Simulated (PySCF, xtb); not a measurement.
ZnBr, SMILES [Zn+][Br], charge +1.

GFN2-xTB (xtb) at its own geometry gives an orbital gap of 1.70 eV.

Coordinates come from a PBE0-D3(BJ)/def2-TZVP optimisation. The spin state was assumed, not searched.

What does M06-2X/def2-TZVPD in PySCF give? (An estimate is asked for; the answer gives what the named calculation found.)

gap 5.29 eV (levels -15.41 and -10.12 eV).
